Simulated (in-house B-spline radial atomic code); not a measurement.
A fraction x of an electron is added to 4p in Ge, starting from [Ar] 3d10 4s2 4p2 and keeping the highest spin. All numbers are computed (scalar-relativistic (X2C) LDA VWN5, spin-polarised, spherical fractional occupations; Fermi nucleus of rms radius 4.0742 fm) with a B-spline radial code for spherical atoms, not measured.

```csv
x,E(x) - E(0) (eV),4p up level (eV)
0,0.0000,-4.476
0.1,-0.4147,-3.821
0.2,-0.7647,-3.183
0.3,-1.0519,-2.564
0.4,?,?
0.5,?,?
0.6,-1.5574,-0.842
0.7,-1.6153,-0.321
```

**Question.** What belongs in the row x = 0.4?

**Answer.** An energy change of -1.2783 eV; 4p up at -1.966 eV.

**Question.** What belongs in the row x = 0.5?

**Answer.** An energy change of -1.4460 eV; 4p up at -1.392 eV.

**Question.** Check Janak's theorem between x = 0.1 and 0.2.

**Answer.** The slope of the energy is -3.50 eV; the orbital levels give -3.50 eV (ε of the filling orbital, averaged over the two points).

**Question.** Up to what added charge does this functional bind the extra electron?

**Answer.** The highest level rises by about 5.2 eV per electron near x = 0.7 and would reach zero near x = 0.76, so a whole extra electron isn't bound at the basis-set limit.
